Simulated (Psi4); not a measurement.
Pair of molecules, SMILES [GaH3] with SMILES CN(C)C (the first has 4 atoms); geometry from B3LYP-D3(BJ)/def2-TZVP, rigid monomers moved along the line of their centres of mass till Ga1···N6 is 3.04 Å.
(charge 0, multiplicity 1):
```xyz
17

Ga    -0.7492     0.4067     1.7106
H     -1.4930     1.7407     2.1312
H      0.5910     0.5392     0.8765
H     -1.6281    -0.8936     1.4956
C     -0.6283    -0.4813     5.3767
N      0.4617    -0.3048     4.4023
C      1.2259    -1.5554     4.2588
C      1.3505     0.7914     4.8231
H     -0.2295    -0.7400     6.3639
H     -1.2902    -1.2752     5.0361
H     -1.1989     0.4426     5.4493
H      1.6798    -1.8455     5.2129
H      2.0083    -1.4155     3.5154
H      0.5601    -2.3471     3.9210
H      1.8077     0.5705     5.7941
H      2.1328     0.9260     4.0788
H      0.7756     1.7125     4.8969
```

These are Psi4 with SAPT0/aug-cc-pVDZ values and carry that method's errors.

Give the four SAPT terms and the total, and say what mostly holds the pair together.

electrostatics -502.1, exchange 190.9, induction -167.6, dispersion -140.1, total -619.0 meV; the largest attraction is electrostatics.
